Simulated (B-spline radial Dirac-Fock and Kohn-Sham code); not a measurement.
# Elastic scattering of 1.08 keV electrons by the free phosphorus atom

The computed values come from an atomic code on a B-spline grid: relativistic (Dirac) partial waves in the static field of the Dirac-Fock atom with Furness-McCarthy exchange, without polarisation or absorption potentials.

| θ (°) | dσ/dΩ (a₀²/sr) | Sherman function |
| --- | --- | --- |
| 0 | 75.4 | 0.000 |
| 0.5 | 74.9 | 0.000 |
| 1 | 73.3 | 0.000 |
| 2 | 67.5 | 0.000 |
| 4 | 49.5 | 0.000 |
| 8 | 18.5 | 0.000 |
| 12 | 6.39 | 0.000 |
| 16 | 2.67 | 0.000 |
| 24 | 0.813 | 0.001 |
| 32 | 0.347 | 0.001 |
| 45 | 0.129 | 0.002 |
| 60 | 0.0632 | 0.000 |
| 75 | 0.0402 | -0.004 |
| 90 | 0.0299 | -0.008 |
| 105 | 0.0247 | -0.010 |
| 120 | 0.0219 | -0.010 |
| 135 | 0.0204 | -0.008 |
| 150 | 0.0196 | -0.006 |
| 165 | 0.0192 | -0.003 |
| 180 | 0.0190 | 0.000 |

The total elastic cross section is 4.83 a₀², the first transport cross section 0.470 a₀² and the second, weighted with (3/2) sin²θ, 0.781 a₀². The mean deflection is ⟨1 − cos θ⟩ = 0.0974, and 3.0 % of the collisions scatter beyond 90°.

Phase shifts modulo π (rad) for κ = −1 to −5: 0.243, -0.973, 1.422, 0.994, 0.738.
